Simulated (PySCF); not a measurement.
**Correlation energy of Sn²⁺ (tin, charge +2)**

Starting occupation: [Kr] 4d10 5s2. All numbers are calculated (PySCF 2.14, X2C-1e with screened-nucleus spin-orbit coupling, Gaussian nucleus, in x2c-TZVPPall-2c with one added diffuse shell each of s, p, d, f type (9s10p6d3f, 90 functions)). Frozen: [Ar] 3d10; 20 electrons correlated; the 6 highest virtual spinors left out.

MP2 pair energies summed by pair of shells (mhartree):

| pair | energy | share (%) |
| --- | --- | --- |
| 4d3/2-4d5/2 | -81.78 | 21.2 |
| 4d5/2-4d5/2 | -59.57 | 15.4 |
| 4d5/2-5s1/2 | -45.70 | 11.8 |
| 4d3/2-5s1/2 | -29.90 | 7.7 |
| 4d5/2-4p3/2 | -25.58 | 6.6 |
| 4d3/2-4d3/2 | -25.23 | 6.5 |
| 5s1/2-5s1/2 | -24.70 | 6.4 |
| 4d3/2-4p3/2 | -17.30 | 4.5 |
| 4d5/2-4p1/2 | -12.77 | 3.3 |
| 4p1/2-4p3/2 | -9.77 | 2.5 |
| 4p3/2-4p3/2 | -9.64 | 2.5 |
| 4d5/2-4s1/2 | -8.17 | 2.1 |
| 4d3/2-4p1/2 | -8.10 | 2.1 |
| 4p3/2-4s1/2 | -6.56 | 1.7 |
| 4p3/2-5s1/2 | -5.53 | 1.4 |
| 4d3/2-4s1/2 | -5.41 | 1.4 |
| 4p1/2-4s1/2 | -3.30 | 0.9 |
| 4p1/2-5s1/2 | -2.44 | 0.6 |
| 4p1/2-4p1/2 | -2.25 | 0.6 |
| 4s1/2-4s1/2 | -1.61 | 0.4 |
| 4s1/2-5s1/2 | -0.76 | 0.2 |

Total MP2 correlation energy: -386.08 mhartree.

The virtual space was cut to 108 spinors, which keep -385.00 of the -386.08 mhartree of MP2 correlation.

| level | correlation energy (mhartree) |
| --- | --- |
| CCSD | -369.02 |

Diagnostics: T1 = 0.0086, largest double amplitude 0.084.

Cost of the coupled-cluster step: 270 s of wall time on 4 threads of Neoverse-V2 (shared host), for 20 occupied and 108 virtual spinors.

Iterations:

```
Init t2, MP2 energy = -0.384998189370121
CCSD nocc = 20, nmo = 128
Init t2, MP2 energy = -0.384998189370121
Init E_corr(GCCSD) = -0.384998189370121
cycle = 1  E_corr(GCCSD) = -0.359661615756178  dE = 0.0253365736  norm(t1,t2) = 0.0581826
cycle = 2  E_corr(GCCSD) = -0.368861815778295  dE = -0.00920020002  norm(t1,t2) = 0.0146214
cycle = 3  E_corr(GCCSD) = -0.368380933466306  dE = 0.000480882312  norm(t1,t2) = 0.00513615
cycle = 4  E_corr(GCCSD) = -0.369013617416528  dE = -0.00063268395  norm(t1,t2) = 0.00166396
cycle = 5  E_corr(GCCSD) = -0.369027355383922  dE = -1.37379674e-05  norm(t1,t2) = 0.000172301
cycle = 6  E_corr(GCCSD) = -0.369017623572605  dE = 9.73181132e-06  norm(t1,t2) = 4.721e-05
cycle = 7  E_corr(GCCSD) = -0.369018847369048  dE = -1.22379644e-06  norm(t1,t2) = 9.73835e-06
cycle = 8  E_corr(GCCSD) = -0.369018953758006  dE = -1.06388958e-07  norm(t1,t2) = 2.04797e-06
cycle = 9  E_corr(GCCSD) = -0.369018874104991  dE = 7.96530151e-08  norm(t1,t2) = 5.31313e-07
cycle = 10  E_corr(GCCSD) = -0.369018885184633  dE = -1.10796422e-08  norm(t1,t2) = 9.4362e-08
cycle = 11  E_corr(GCCSD) = -0.369018886499383  dE = -1.31474948e-09  norm(t1,t2) = 1.43712e-08
GCCSD converged
E(GCCSD) = -6174.122781810794  E_corr = -0.3690188864993827
```

This basis was not built for core-valence correlation, so the inner-shell part is incomplete.
